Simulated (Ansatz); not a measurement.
The cluster Sn2Te3. Total charge 0; singlet. Geometry PBE0-D4/def2-SVP; atoms count from 1.

```xyz
5

Sn   -1.259   -1.769    1.081
Sn    2.127    1.162   -0.086
Te    1.331   -0.931    1.524
Te   -0.100    1.635   -1.604
Te   -2.100   -0.096   -0.915
```

In the def2 sets Sn, Te take a core potential; there is no spin–orbit coupling. Another isomer (singlet) lies 0.42 eV lower at PBE0-D4/def2-TZVP; other spin states weren't run for this one.

Question: Estimate the Mulliken populations from the PBE0/def2-TZVP orbitals of Ansatz.

Answer: 
| atom | charge (e) |
| --- | --- |
| Sn1 | 0.33 |
| Sn2 | 0.33 |
| Te3 | -0.34 |
| Te4 | -0.16 |
| Te5 | -0.16 |
Mulliken values and Mayer orders depend strongly on the basis.

Question: And the Mayer bond orders between bonded heavy atoms (over 0.3)?

Answer: Sn1–Te3 1.13 (2.76 Å); Sn1–Te5 1.23 (2.74 Å); Sn2–Te3 1.13 (2.76 Å); Sn2–Te4 1.23 (2.74 Å); Te4–Te5 1.04 (2.73 Å).
